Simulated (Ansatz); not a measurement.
## Abstraction of H: C2H8Ge + SiH2(SH) → C2H7Ge + SiH3(SH)

Species: C2H8Ge (ethylgermane) `C[CH2][GeH3]`, singlet; SiH2(SH), doublet; C2H7Ge `[CH2][CH2][GeH3]`, doublet; SiH3(SH), singlet. A radical takes H: the energy is the difference in strength between the C–H bond broken and the Si–H bond made.

Shapes, held fixed at every level: PBE0-D4/def2-TZVP. Flexible molecules stand in one conformer, not always the lowest. Programs: Ansatz 0.2.0. The zero-point and thermal change to 298 K, harmonic and unscaled (PBE0-D4/def2-TZVP), is -12.5 kJ/mol.

```csv
level,kind,ΔH(298 K) (kJ/mol),less CCSD(T)/def2-TZVPP
MP2/def2-SVP,perturbation theory,+48.5,+12.8
MP2/def2-TZVPP,perturbation theory,+43.4,+7.7
HF/def2-SVP,Hartree–Fock,+14.7,-21.0
BHLYP-D4/def2-TZVPP,global hybrid,+26.4,-9.3
wB97X-V/def2-TZVPP,range-separated hybrid,+32.3,-3.4
CCSD/def2-TZVPP,coupled cluster or CI,+32.6,-3.1
CCSD(T)/def2-TZVPP,coupled cluster or CI,+35.7,0.0
```

The highest level, CCSD(T)/def2-TZVPP, gives ΔH(298 K) = +35.7 kJ/mol; the levels span +14.7 to +48.5. The column of differences is taken from that level and isn't an error. No measured value is set beside it here. Open shells run unrestricted. Relativity is left out for Ge. Outer-core shells of Ge are correlated, in sets that cover them unevenly.
